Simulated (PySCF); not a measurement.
Start geometry of `CB(C)c1c(F)c1=O` from GFN2-xTB (Å):
```
atom  x, y, z in Å
C1    -1.0035    1.4873   -0.4177
B2    -0.4411    0.0812    0.0239
C3    -1.3997   -1.1450    0.2788
C4     1.0525   -0.1235    0.1293
C5     2.2580   -0.1147    0.7528
F6     2.8185    0.1623    1.9176
C7     2.2998   -0.5467   -0.5673
O8     2.8079   -0.9492   -1.5652
H9    -0.2767    2.1060   -0.9369
H10   -1.8889    1.3985   -1.0424
H11   -1.3100    2.0376    0.4721
H12   -1.4806   -1.7107   -0.6498
H13   -1.0293   -1.8386    1.0295
H14   -2.4074   -0.8449    0.5530
```

Task: What comes out of this run: PySCF 2.14.0, PBE0-D3(BJ)/def2-SVP geometry optimisation, gas phase?

Result: 
```
atom  x, y, z in Å
C1    -1.110    1.377   -0.511
B2    -0.466    0.050    0.015
C3    -1.311   -1.224    0.354
C4     1.071   -0.027    0.155
C5     2.263    0.121    0.747
F6     2.782    0.557    1.865
C7     2.335   -0.438   -0.528
O8     2.840   -0.909   -1.503
H9    -0.451    1.993   -1.140
H10   -2.075    1.220   -1.015
H11   -1.326    1.975    0.397
H12   -1.297   -1.838   -0.569
H13   -0.891   -1.856    1.149
H14   -2.367   -1.002    0.566
```

The energy falls by 1.6 kcal/mol over 14 energy and gradient evaluations, the largest force component goes from 0.0298 to 3.2e-04 Eh/bohr, and the atoms move by 0.069 Å rms after alignment. The bond that changes most is B2–C4 (three-coordinate boron to unsaturated ring carbon), which lengthens by 0.035 Å. Bonds longer at the end by more than 0.005 Å: 7 of 14; shorter: 4. Among the angles that change most is B2–C1–H11, from 108.8° to 105.2°. Rotational constants go from 2590, 1258, 1077 to 2576, 1267, 1078 MHz. The orientation of the end geometry is arbitrary; only internal coordinates are fixed.

The run used 142 basis functions and 91 SCF cycles in all.

No frequency check. The numbers are those of one conformer.
